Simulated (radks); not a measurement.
The tin ion Sn3+ is in [Kr] 4d10 5s1. All-electron calculation, scalar-relativistic Kohn-Sham, LDA (Slater exchange, Perdew-Wang correlation), spin-polarised, spherical densities, finite nucleus; Fermi nuclear charge, rms radius of each element as measured or else 0.836 A^(1/3) + 0.57 fm. Program: a radial shooting solver on a logarithmic mesh with Libxc functionals. Open shells are filled with parallel spins first. One electron is removed from 5s, 4p, 4d, 4s in turn, with full relaxation. Which removal costs least, and what does each cost?

Answer. 5s 41.828 eV; 4d 63.795 eV; 4p 128.82 eV; 4s 173.39 eV. The 5s electron leaves first.
